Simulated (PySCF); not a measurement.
**Polarisability and C₆ of In (indium, neutral)**

[Kr] 4d10 5s2 5p1, 2P determinant. Calculation: PySCF 2.14, in aug-cc-pVQZ-PP with one added diffuse shell each of s, p, d, f, g type with ECP28MDF (8s8p6d4f3g, 117 functions); scalar relativity through the core potential. Coupled (time-dependent) response in atomic units; α is the mean over directions.

```
method  mean α (bohr³)         α xx, yy, zz  C₆ (like pair)  S(−4)
   UHF           74.51  60.43, 102.7, 60.43           800.2   2963
   PBE           80.65  60.27, 121.4, 60.27           820.6   4916
  PBE0           75.17  58.15, 109.2, 58.15           772.8   3691
  MN15           73.51  57.73, 105.1, 57.73           743.6   3645
```

S(−4) is the Cauchy moment in α(ω) = α(0) + S(−4) ω² + …

Reference α: 65 ± 4 bohr³ (recommended; Schwerdtfeger and Nagle, table of static dipole polarizabilities (2023 update)). Published C₆: 779.0 (Chu and Dalgarno (2004); Tang, Norbeck and Certain (1976)).

Spin-orbit coupling is absent.

α(iu) at PBE:

```
u (hartree)  α(iu) (bohr³)
          0          80.65
     0.0500          70.76
      0.100          54.77
      0.200          33.39
      0.300          22.27
      0.500          12.18
      0.750          7.299
       1.00          5.060
       1.50          2.990
       2.00          2.017
       3.00          1.100
       5.00         0.4646
```

The components differ because the open shell of this determinant is not spherical; for a pure term their mean is the scalar polarisability.

Energies and moments cover only the electrons outside the core potential.
